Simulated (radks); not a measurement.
All-electron atom: Eu+ in [Kr] 4d10 4f7 5s1.5 5p6 6s1 5f0.5 (fractional occupations, a model configuration). Method: Dirac Kohn-Sham, exchange-only B88, spin-unpolarised, spherical densities, point nucleus; open shells fill j = l - 1/2 first; computed with a radial shooting solver on a logarithmic mesh with Libxc functionals.

Spin-orbit splittings of the eigenvalues, e(l+1/2) - e(l-1/2), with zeta = 2 splitting/(2l+1) and mean radii in bohr:

[
 {"shell": "2p", "occ.": "6", "splitting (eV)": "648.3", "zeta (eV)": "432.2", "<r> j=l-1/2": "0.07906", "<r> j=l+1/2": "0.08579"},
 {"shell": "3p", "occ.": "6", "splitting (eV)": "132.1", "zeta (eV)": "88.09", "<r> j=l-1/2": "0.2388", "<r> j=l+1/2": "0.2517"},
 {"shell": "3d", "occ.": "10", "splitting (eV)": "28.76", "zeta (eV)": "11.50", "<r> j=l-1/2": "0.2235", "<r> j=l+1/2": "0.2276"},
 {"shell": "4p", "occ.": "6", "splitting (eV)": "29.15", "zeta (eV)": "19.44", "<r> j=l-1/2": "0.5793", "<r> j=l+1/2": "0.6088"},
 {"shell": "4d", "occ.": "10", "splitting (eV)": "5.225", "zeta (eV)": "2.090", "<r> j=l-1/2": "0.6487", "<r> j=l+1/2": "0.6592"},
 {"shell": "4f", "occ.": "7", "splitting (eV)": "0.6237", "zeta (eV)": "0.1782", "<r> j=l-1/2": "0.9396", "<r> j=l+1/2": "0.9556"},
 {"shell": "5p", "occ.": "6", "splitting (eV)": "3.920", "zeta (eV)": "2.613", "<r> j=l-1/2": "1.544", "<r> j=l+1/2": "1.638"},
 {"shell": "5d", "occ.": "0", "splitting (eV)": "0.2895", "zeta (eV)": "0.1158", "<r> j=l-1/2": "2.550", "<r> j=l+1/2": "2.608"},
 {"shell": "5f", "occ.": "0.5", "splitting (eV)": "0.001472", "zeta (eV)": "0.0004205", "<r> j=l-1/2": "10.13", "<r> j=l+1/2": "10.14"},
 {"shell": "6p", "occ.": "0", "splitting (eV)": "0.4115", "zeta (eV)": "0.2744", "<r> j=l-1/2": "4.492", "<r> j=l+1/2": "4.724"}
]
